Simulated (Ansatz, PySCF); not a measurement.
NH3 (SMILES N) and H2S (SMILES S) are pulled apart as rigid monomers along the line of their centres of mass, from the B3LYP-D3(BJ)/def2-TZVP minimum. Starting geometry (charge 0, multiplicity 1):
| atom | x (Å) | y (Å) | z (Å) |
|---|---|---|---|
| N | 0.0062 | 0.1635 | 0.3251 |
| H | -0.7772 | -0.4607 | 0.1701 |
| H | -0.1930 | 1.0317 | -0.1588 |
| H | 0.8211 | -0.2526 | -0.1111 |
| S | 0.6662 | 0.8123 | 3.7092 |
| H | -0.3051 | 0.0025 | 4.1592 |
| H | 0.3880 | 0.5430 | 2.4079 |

Interaction energies with rigid monomers; basis-set methods are counterpoise corrected unless marked otherwise.

Cores are frozen in the correlated methods.

The values were computed with Ansatz (Gaussian orbitals); PySCF for the dispersion terms. 

```csv
N1···H7 (Å),B3LYP/def2-TZVPPD (kJ/mol),PBE0-D3(BJ)/def2-TZVPPD (kJ/mol),wB97X-V/def2-TZVPPD (kJ/mol),wB97M-V/def2-TZVPPD (kJ/mol),CCSD/aug-cc-pV(D+d)Z (kJ/mol)
1.94,-8.4,-16.9,-11.3,-10.5,-4.4
2.15,-11.7,-18.2,-14.7,-14.1,-10.1
2.47,-11.0,-15.6,-13.9,-13.4,-11.4
3.01,-7.0,-9.7,?,-8.7,-8.1
3.87,-3.0,-4.2,-4.0,?,-3.8
```

Task: What belongs in the gaps?

Result: 
- 3.87, wB97M-V/def2-TZVPPD (kJ/mol): -3.9
- 3.01, wB97X-V/def2-TZVPPD (kJ/mol): -9.1

Ansatz is a first-principles code.
